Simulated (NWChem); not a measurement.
System: bromine monochloride (BrCl); SMILES ClBr

Input file for NWChem:

```
start job
memory heap 200 mb stack 900 mb global 1100 mb
geometry units angstroms noautoz
  Cl     0.000000     0.000000     1.451792
  Br     0.000000     0.000000    -0.712717
end
basis spherical
  * library def2-tzvpd
end
dft
  xc hfexch
  iterations 150
  mulliken
end
task dft energy
```

Geometry: optimised at PBE0/def2-SVP.

### Question
What results follow from this input? (Hartree-Fock/def2-TZVPD.) Quantities: energy (Ha); highest occupied level (eV); orbital gap (eV); dipole (D).

### Answer
- energy (Ha): -3031.90
- highest occupied level (eV): -11.56
- orbital gap (eV): 11.60
- dipole (D): 0.53
